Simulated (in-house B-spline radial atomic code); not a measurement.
Te II (Te+) is squeezed into an impenetrable sphere of radius R (the orbitals vanish at R). Method: Dirac-Kohn-Sham LDA VWN5, spherical fractional occupations, Fermi nucleus of rms radius 4.7423 fm. Calculated with a radial B-spline atomic code at the basis-set limit.

Energies in eV above the free ion in [Kr] 4d10 5s2 5p3:

```
R (bohr)  highest level (eV)  [Kr] 4d10 5s2 5p3  [Kr] 4d10 5s2 5p2 5d1  [Kr] 4d10 4f1 5s2 5p2
    8.06               -13.6           0.008631                  10.73                  16.13
    6.38               -13.4             0.1581                  11.57                  17.99
    5.19               -12.6              1.164                  13.98                  21.09
    4.16               -9.61              6.483                  22.21                  28.87
    3.72               -6.51              13.65                  31.67                  36.98
    3.11                2.66              39.71                     63                  62.96
    2.42                32.8              149.5                  184.1                  163.7
    2.05                75.6              336.7                  380.9                  331.9
     1.8                 132              620.1                  671.9                  586.3
    1.55                 237               1218                   1277                   1126
```

Question: Does [Kr] 4d10 5s2 5p2 5d1 fall below [Kr] 4d10 5s2 5p3 under compression?

Answer: No, it stays above over the whole range.

Question: Does [Kr] 4d10 4f1 5s2 5p2 fall below [Kr] 4d10 5s2 5p3 under compression?

Answer: Yes, between R = 2.42 and 2.05 bohr the order changes (near 2.14 bohr by linear interpolation).

The highest level is first positive in the row R = 3.11 bohr, pushed up by confinement above the zero of the free ion's potential. Each configuration is held fixed and needn't be the lowest in the sphere.
